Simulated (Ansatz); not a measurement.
A run for Ansatz (an electronic-structure program): R-SVWN5/def2-TZVPP on H2O2Pb (SMILES [OH][Pb][OH]), a point of a torsion scan. Elements past Kr take the def2 small-core potentials; no spin–orbit coupling.

Ansatz 0.2 input:
```yaml
crystal:
  periodic: [false, false, false]
  atoms:
    - {symbol: O, position_ang: [1.27862820, 0.40191213, -0.60529687]}
    - {symbol: Pb, position_ang: [-0.26537636, -1.08624591, -0.48912995]}
    - {symbol: O, position_ang: [-1.89769920, 0.26052394, -0.60726026]}
    - {symbol: H, position_ang: [2.13728811, 0.31768751, -0.20218686]}
    - {symbol: H, position_ang: [-1.76828740, 1.20055834, -0.69290347]}
basis:
  gaussian:
    orbitals: def2-TZVPP
hamiltonian:
  xc: {name: SVWN5}
scf: {lower_state_search: off}
```

Output:

```
WARN ansatz: RAYON_NUM_THREADS=1 ignored (pool sized by the plan → 1); use --threads N
Functional definition: SVWN5
these checks for a lower state are left out or cut short: stability, starts, cluster_reference, orbital_swaps, neighbouring_geometries, increment
integrals: 0.04 GiB planned
802 factors; their error is unknown
mean field: 0.37 GiB planned
mean field evaluation 1: about -9324.1864 eV, gradient 1.0e2 eV
mean field evaluation 2: about -9075.8355 eV, gradient 2.8e2 eV
mean field evaluation 4: about -9340.7201 eV, gradient 2.9e1 eV
mean field evaluation 8: about -9341.9371 eV, gradient 7.3e-1 eV
mean field evaluation 16: about -9341.9332 eV, gradient 6.4e-5 eV
mean field -9341.93315483 eV, -343.3097112504 hartree, gradient 8.0e-6 eV, S^2 0.000000; 0 other end points of the search recorded, 0 dependent functions left out
reference -9341.93319453 eV, -343.3097127091 hartree; 20, 20 occupied and 120, 120 virtual orbitals, 802 factors
Total energy: -9341.93319453 eV, -343.3097127091 hartree
Checks for a lower state left out: stability, starts, cluster_reference, orbital_swaps, neighbouring_geometries, increment
```

The calculation finished and met its thresholds.

Cost: very roughly 0.7 core-seconds.
